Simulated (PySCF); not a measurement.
**Telling isomers of C4H9PSi2 apart by NMR**

No relativistic terms, one conformer, fast rotation and ring inversion assumed for equivalent nuclei, gas phase. Structure optimised with GFN2-xTB; GIAO PBE0/pcSseg-1 shieldings; PySCF 2.14.

Chemical shifts δ = σref − σ; ¹H and ¹³C vs TMS, all at this level. Splittings of carbon signals by F and P are missing where no couplings were computed. Where no couplings were computed, multiplicities follow the n + 1 count of equivalent neighbours, and m marks all less simple cases (inequivalent or close neighbours, rings, F or P nearby). Shifts are as computed. Against solution values, carbons near 30 ppm lie about +3 ppm off and those near 130 ppm about +5 ppm. Of 1211 compounds with measured shifts, 218 miss one by over three times the rms of a fit or turn the order of signals round; such compounds aren't used in these exercises.

(1) Tabulate the signals of `C=CC#C[Si@H]([SiH3])P`, `C#C[SiH2]/C=C\[SiH2]P`, `C=C[Si@H](P)C#C[SiH3]`, `C#C/C(=C/[SiH3])[SiH2]P`, `C#C/C([SiH3])=C\[SiH2]P` and their relative energies.

(2) What is the quickest way to tell C=C[Si@H](P)C#C[SiH3] from C#C/C(=C/[SiH3])[SiH2]P?

(3) What is the quickest way to tell C=CC#C[Si@H]([SiH3])P from C#C/C([SiH3])=C\[SiH2]P?

(4) What is the quickest way to tell C#C/C(=C/[SiH3])[SiH2]P from C#C/C([SiH3])=C\[SiH2]P?

## Answers

(1) 
```tsv
SMILES	carbon types	δC	δH	E rel. (kcal/mol)
C=CC#C[Si@H]([SiH3])P	2×C 1×CH 1×CH2	138.5, 124.7, 117.9, 100.4	6.12 (m, 1H), 6.12 (m, 1H), 5.92 (m, 1H), 4.78 (m, 1H), 3.54 (m, 3H), 1.52 (m, 2H)	1.8
C#C[SiH2]/C=C\[SiH2]P	1×C 3×CH	161.9, 148.9, 106.7, 88.8	7.49 (m, 1H), 7.12 (m, 1H), 4.70 (m, 2H), 4.62 (m, 2H), 2.00 (t, 1H), 1.57 (m, 2H)	9.4
C=C[Si@H](P)C#C[SiH3]	2×C 1×CH 1×CH2	147.4, 140.3, 120.1, 114.4	6.73 (m, 1H), 6.33 (m, 1H), 6.28 (m, 1H), 5.36 (m, 1H), 4.23 (s, 3H), 1.26 (m, 2H)	0.0
C#C/C(=C/[SiH3])[SiH2]P	2×C 2×CH	161.6, 146.9, 93.8, 91.5	7.76 (m, 1H), 4.92 (m, 2H), 4.34 (d, 3H), 3.28 (s, 1H), 1.20 (m, 2H)	17.1
C#C/C([SiH3])=C\[SiH2]P	2×C 2×CH	166.7, 145.7, 104.6, 87.5	7.47 (m, 1H), 4.56 (m, 2H), 4.30 (s, 3H), 3.80 (s, 1H), 1.45 (m, 2H)	14.0
```

Energies are electronic energies at PBE0/pcSseg-1 on these geometries, without zero-point or thermal terms, each for the one conformer computed, which needn't be the lowest.

(2) Both give the same number of carbon signals, but DEPT or the intensities differ. The first has a terminal =CH2 carbon at 147.4 ppm, the second a terminal alkyne carbon (CH) at 93.8 ppm. Their most deshielded carbons lie at 147.4 and 161.6 ppm. In the proton spectra the most deshielded non-exchanging signals are 6.73 (m, 1H) and 7.76 (m, 1H).

(3) Both give the same number of carbon signals, but DEPT or the intensities differ. The first has a terminal =CH2 carbon at 138.5 ppm, the second an alkene CH at 166.7 ppm. In the proton spectra the most deshielded non-exchanging signals are 6.12 (m, 1H) and 7.47 (m, 1H).

(4) Both give the same number of carbon signals, with the same numbers of each carbon type, so the positions decide. The first has a terminal alkyne carbon (CH) at 93.8 ppm, the second a terminal alkyne carbon (CH) at 104.6 ppm. Their most deshielded carbons lie at 161.6 and 166.7 ppm.
